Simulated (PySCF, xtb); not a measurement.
## BH3InO+: which of two structures lies lower

Structure a: a singlet given by its coordinates. Structure b: a singlet given by its coordinates. Both are gas-phase species (loosely bound parts included), relaxed with B3LYP-D3(BJ)/def2-SVP.

a (Å):

```xyz
6

B    -1.7263   -1.0755    0.8315
In   -4.3675   -1.3722    2.7761
O    -1.8880   -1.3210    2.1732
H    -0.6351   -1.0122    0.3430
H    -2.7618   -0.9364    0.2237
H    -1.0647   -1.4357    2.6774
```

Close contacts (Å): B1–O3 1.37, In2–O3 2.55, B1–H4 1.20, B1–H5 1.21, O3–H6 0.97.

b (Å):

```xyz
6

B    -3.0256   -2.1213    2.7540
In   -1.1538   -0.3576    0.3450
O    -2.3829   -1.5128    1.9219
H    -3.6500   -2.7126    3.5630
H     0.3544   -1.0196    0.6949
H    -2.4141    0.5374   -0.3228
```

Close contacts (Å): B1–O3 1.21, In2–O3 2.31, B1–H4 1.18, In2–H5 1.68, In2–H6 1.68.

Which of the two would you expect CCSD(T)/def2-SVP + ΔMP2/def2-TZVPP electronic energies to favour?

Structure a; the calculation gives E(b) − E(a) = +38.8 kcal/mol.

Level by level:

```tsv
level	geometry	E(b) − E(a) (kcal/mol)	departure from the last row (kcal/mol)	job, with rough time for the two
B3LYP-D3(BJ)/def2-SVP	B3LYP-D3(BJ)/def2-SVP	+38.5	−0.4	optimisation, 78 s
HF/def2-SVP	B3LYP-D3(BJ)/def2-SVP	+33.7	−5.1	part of the CCSD(T) run
MP2/def2-SVP	B3LYP-D3(BJ)/def2-SVP	+28.2	−10.6	part of the CCSD(T) run
CCSD(T)/def2-SVP	B3LYP-D3(BJ)/def2-SVP	+31.5	−7.4	single point
CCSD(T)/def2-SVP + ΔMP2/def2-TZVPP	B3LYP-D3(BJ)/def2-SVP	+38.8		single point, 38 s
```

The levels shown agree on the order. The largest departure from CCSD(T)/def2-SVP + ΔMP2/def2-TZVPP is that of MP2/def2-SVP, 10.6 kcal/mol. Levels run at GFN2-xTB geometries aren't shown. The last row adds to CCSD(T) the change of the MP2 difference between the two basis sets, here +7.4 kcal/mol, a large step that makes the value less sure.

With thermal terms from frequencies at re-optimised GFN2-xTB minima (ideal gas, soft modes damped towards free rotors, one conformer each, 298.15 K, 1 atm): on the last row, ΔE + ΔZPE = +32.2, ΔH = +33.0, ΔG = +32.3 kcal/mol.

The correlated steps freeze 6 core orbitals; the filled d shell of In is correlated, in a basis made for valence electrons. Atoms past krypton carry core potentials in the def2 sets and no spin–orbit term is included. Programs: PySCF 2.14.0, xtb 6.7.1; the last row on 2 threads of Intel(R) Xeon(R) Processor @ 2.70GHz on a shared host.
